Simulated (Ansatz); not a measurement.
Consider the formal exchange of groups at a B–Se bond: `C[Se]B(O)O` + `CCC` → `CC(C)B(O)O` + `C[SeH]`.

Isolated molecules relaxed with PBE0-D4/def2-TZVP in Ansatz; ΔE leaves out vibrations. CCSD(T)/CBS is the MP2 limit (def2-TZVPP, def2-QZVPP) plus CCSD(T) − MP2 in def2-TZVPP, frozen cores. For Se outer-core shells are correlated without core-valence functions, which leaves a few kJ/mol of doubt a bond. Scalar relativity is left out up to krypton. Each species was taken in one conformer, which may not be the lowest.

| species | HF/CBS(def2) energy (Eh) |
| --- | --- |
| `C[Se]B(O)O` | -2615.33070 |
| `CCC` | -118.31736 |
| `CC(C)B(O)O` | -293.51759 |
| `C[SeH]` | -2440.10737 |

**Question.** Work out ΔE.

**Answer.** ΔE = (-293.51759) + (-2440.10737) − (-2615.33070) − (-118.31736) = 0.02310 Eh = +60.6 kJ/mol. CCSD(T)/CBS gives +59.2 kJ/mol.

Largest T1 diagnostic among the species: 0.011.
